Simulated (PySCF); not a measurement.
# Reading the logs of faulty runs: H5OSi3

All numbers below are calculated, not measured. They come from PySCF 2.14.0, an open-source quantum chemistry program, on an isolated molecule that a program drew, which may never have been made. The molecule is H5OSi3 (charge 0, doublet), drawn as the SMILES string `O=[Si]([SiH2])[SiH3]`.

Each row is a Hartree-Fock (HF) and frozen-core CCSD(T) single point in the cc-pV(D+d)Z basis, meant for a local HF minimum. Run 1 is clean. Each other run has one planted mistake out of seven kinds, and not every kind appears here: one electron removed, one electron added, multiplicity raised by two, geometry at a saddle point, minimal basis STO-3G, one bond length entered in bohr, all coordinates scaled. The reference is restricted for singlets and unrestricted otherwise, and also for a bond in bohr. Adding or removing an electron swaps singlet and doublet. Electrons count all cores. HOMO and LUMO are orbital energies over both spins, the gradient is its largest component, and the lowest frequency (negative if imaginary) is given only where the gradient is small. Bond lengths are over the 8 bonds as drawn. T1 is the CCSD diagnostic: over 0.02 (restricted) or 0.045 (unrestricted) a single reference is doubtful.

Geometry of the clean run:
```xyz
9
H5OSi3, angstrom
O    -2.7956   -2.2032    0.7007
Si   -2.0403   -0.8984    0.7011
Si   -2.9583    1.0334    1.6258
Si    0.0778   -0.6788   -0.3526
H    -3.9956    0.8519    2.6601
H    -1.9834    2.0868    1.9868
H     0.0226   -1.3000   -1.6926
H     0.4249    0.7567   -0.4715
H     1.0889   -1.3599    0.4869
```

```
run  electrons  basis functions  <S^2>  HOMO (eV)  LUMO (eV)  gradient (hartree/bohr)  lowest frequency (cm^-1)  mean bond (Å)  longest bond (Å)      T1  HF (hartree)  CCSD(T) (hartree)               mistake
  1         55              108  0.780      -9.12      -0.10                  4.7e-06                        28         1.7012             2.376  0.0232    -944.53457         -945.06877              no fault
  2         54              108  0.000     -15.43      -7.29                  4.0e-02                         -         1.7012             2.376  0.0356    -944.23250         -944.76724  one electron removed
  3         55               37  1.260      -4.94       5.98                  1.1e-01                         -         1.7012             2.376  0.0712    -933.46177         -933.68797  minimal basis STO-3G
  4         56              108  0.000      -1.78       6.13                  4.0e-02                         -         1.7012             2.376  0.0218    -944.56399         -945.12916                     ?
  5         55              108  1.361      -8.86       0.62                  2.4e-02                         -         1.9603             4.403  0.0594    -944.46103         -944.98575                     ?
```

**Which mistake was planted in run 4, and what did it cost?**

It counts 56 electrons, one more than the clean run, at the same geometry and basis. So the mistake is: one electron added. Subtracting run 1 and multiplying by 627.51 kcal/mol a hartree, the energy moved by -18.5 kcal/mol in HF and -37.9 kcal/mol in CCSD(T).

**Which mistake was planted in run 5, and what did it cost?**

The mean bond changes by a factor of 1.152 and the longest by 1.853, so the molecule wasn't scaled as a whole. A length L in bohr read as angstrom grows by (1/0.5292 - 1) L = 0.890 L. The 8 bonds together grew by 8 x 0.2591 = 2.073 Å, which gives L = 2.330 Å. That is bond Si2-Si3, 2.330 Å in the clean geometry. So the mistake is: one bond length entered in bohr. Subtracting run 1 and multiplying by 627.51 kcal/mol a hartree, the energy moved by 46.1 kcal/mol in HF and 52.1 kcal/mol in CCSD(T).

Cautions from the logs. Run 2: T1 is over the limit, so its CCSD(T) energy is less reliable; run 3: T1 is over the limit, so its CCSD(T) energy is less reliable; run 4: T1 is over the limit, so its CCSD(T) energy is less reliable; run 5: T1 is over the limit, so its CCSD(T) energy is less reliable.
